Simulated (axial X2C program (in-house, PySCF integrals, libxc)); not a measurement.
**Spin–orbit effects down a group: molecules with Cu (ions), CCSD**

Calculated with an in-house relativistic program for diatomic molecules, spin-free (one-electron X2C) or two-component (2c: spin–orbit coupling with atomic mean-field Coulomb and Gaunt terms, which also bring small scalar terms), in Dyall basis sets with cores contracted in-house; open shells are unrestricted.

Basis sets: Cu dyall-acv3z, H dyall-av3z, Li dyall-av3z, Na dyall-av3z. Frozen shells (counts by l): CuH⁻ Cu 3s2p, H none, 13 electrons correlated; LiCu⁻ Cu 3s2p, Li 1s, 13 electrons correlated; NaCu⁻ Cu 3s2p, Na 2s1p, 13 electrons correlated. Coupled cluster in natural virtuals with an MP2 remainder. Where the outer core of a metal is frozen, bonds come out longer and ionisation energies lower.

```tsv
molecule	spin-free state	Re (Å)	ωe (cm⁻¹)	De (eV)	2c state	Re 2c (Å)	ωe 2c (cm⁻¹)	De 2c (eV)
CuH⁻	M_S = 1/2, Λ = 0	1.540	1561.5	1.96	Ω = 1/2	1.540	1558.5	1.96
LiCu⁻	M_S = 1/2, Λ = 0	2.466	283.6	1.12	Ω = 1/2	2.466	283.2	1.12
NaCu⁻	M_S = 1/2, Λ = 0	2.798	151.2	0.89	Ω = 1/2	2.799	150.6	0.89
```

(1) Work out the shifts from the spin-free to the two-component result.

Fragments in 2c: Cu- + H, Cu- + Li, Cu- + Na. Each entry is the lowest single determinant of a limited PBE0 search at one distance. De goes to single-determinant-based atoms at the same level (for ions the charge split of lowest energy) and is withheld (n/a) where an atom does not fit its ground term or J level. Main or longest-lived isotopes. One determinant is a doubtful description, or other states lie close, for CuH⁻, LiCu⁻, NaCu⁻; these need not be ground states, and all values refer to the states named.

Results:

(1) 

| molecule | 2c state | ΔRe (Å) | Δωe (cm⁻¹) | ΔDe (eV) |
| --- | --- | --- | --- | --- |
| CuH⁻ | Ω = 1/2 | 0.000 | noise | 0.00 |
| LiCu⁻ | Ω = 1/2 | 0.000 | -0.4 | 0.00 |
| NaCu⁻ | Ω = 1/2 | 0.001 | noise | 0.00 |

Shifts of one unit in the last digit are rounding. Where the truncated virtual spaces of the two runs make Δωe unreliable it is marked noise.
